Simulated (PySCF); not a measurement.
Orbital levels and atomic charges: B14H34N14

System: B14H34N14 (III V hydride cut).

Cartesian coordinates (Å):
```
  1 N    -1.279   -0.798   -1.311
  2 N    -3.816   -0.772   -1.358
  3 N    -2.564   -1.488    0.730
  4 B    -2.552   -1.567   -0.801
  5 B    -1.289   -0.742    1.311
  6 B    -3.870   -0.802    1.307
  7 N    -2.551    1.394   -1.341
  8 N    -1.288    0.699    0.748
  9 B    -1.289    0.642   -0.751
 10 N    -3.829    0.662    0.716
 11 B    -3.887    0.702   -0.810
 12 B    -2.564    1.447    1.308
 13 N     3.817   -0.772   -1.357
 14 N     1.280   -0.798   -1.310
 15 N     2.564   -1.488    0.731
 16 B     2.553   -1.567   -0.799
 17 N     0.000   -1.474    0.745
 18 B     0.000   -1.567   -0.784
 19 B     3.870   -0.800    1.309
 20 B     1.289   -0.741    1.312
 21 N     2.551    1.395   -1.340
 22 N     3.829    0.663    0.718
 23 B     3.887    0.703   -0.808
 24 N     0.000    1.390   -1.331
 25 N     1.288    0.700    0.748
 26 B     1.289    0.643   -0.751
 27 B     2.563    1.448    1.309
 28 B     0.000    1.458    1.310
 29 H    -1.278   -0.815   -2.326
 30 H    -3.911   -0.834   -2.366
 31 H    -4.612   -1.245   -0.937
 32 H    -2.554   -2.418    1.128
 33 H    -2.583   -2.679   -1.246
 34 H    -1.294   -0.795    2.490
 35 H    -4.864   -1.391    0.919
 36 H    -3.846   -0.782    2.493
 37 H    -2.563    2.296   -0.861
 38 H    -2.565    1.533   -2.347
 39 H    -4.626    1.138    1.118
 40 H    -4.836    1.274   -1.273
 41 H    -2.609    2.599    0.909
 42 H    -2.603    1.427    2.487
 43 H     3.912   -0.834   -2.365
 44 H     4.613   -1.245   -0.935
 45 H     1.279   -0.815   -2.326
 46 H     2.554   -2.417    1.130
 47 H     2.584   -2.679   -1.245
 48 H     0.000   -2.402    1.151
 49 H     0.001   -2.682   -1.220
 50 H     4.864   -1.390    0.922
 51 H     3.845   -0.780    2.494
 52 H     1.293   -0.794    2.490
 53 H     2.563    2.297   -0.861
 54 H     2.566    1.533   -2.347
 55 H     4.625    1.139    1.119
 56 H     4.837    1.275   -1.271
 57 H     0.000    2.277   -0.815
 58 H     0.000    1.547   -2.336
 59 H     2.608    2.600    0.910
 60 H     2.602    1.427    2.488
 61 H    -0.001    2.605    0.893
 62 H     0.000    1.456    2.486
```

Method: CAM-B3LYP/6-31G*, gas phase, PySCF, fitting set def2-universal-JFIT up to Ne and JKFIT beyond, grid level 1.

**Question.** Give the orbital energies near the gap.

**Answer.** 
| orbital | eV |
| --- | --- |
| HOMO-4 | -8.50 |
| HOMO-3 | -8.23 |
| HOMO-2 | -8.13 |
| HOMO-1 | -7.96 |
| HOMO | -7.92 |
| LUMO | 1.10 |
| LUMO+1 | 1.90 |
| LUMO+2 | 2.57 |
| LUMO+3 | 3.00 |

**Question.** Give the partial charges of the non-hydrogen atoms.

**Answer.** 
```csv
atom,Mulliken,IAO,Hirshfeld
N1,-0.71,-0.37,-0.15
N2,-0.80,-0.40,-0.11
N3,-0.70,-0.37,-0.14
B4,0.48,0.14,0.11
B5,0.46,0.15,0.11
B6,0.18,-0.09,0.02
N7,-0.81,-0.41,-0.12
N8,-0.53,-0.34,-0.16
B9,0.65,0.36,0.19
N10,-0.65,-0.37,-0.13
B11,0.48,0.15,0.11
B12,0.20,-0.08,0.03
N13,-0.80,-0.40,-0.11
N14,-0.71,-0.37,-0.15
N15,-0.70,-0.37,-0.14
B16,0.48,0.14,0.11
N17,-0.75,-0.37,-0.14
B18,0.49,0.14,0.10
B19,0.18,-0.09,0.02
B20,0.46,0.15,0.11
N21,-0.81,-0.41,-0.12
N22,-0.65,-0.37,-0.13
B23,0.48,0.15,0.11
N24,-0.83,-0.42,-0.13
N25,-0.53,-0.34,-0.16
B26,0.65,0.36,0.19
B27,0.20,-0.08,0.03
B28,0.21,-0.07,0.03
```
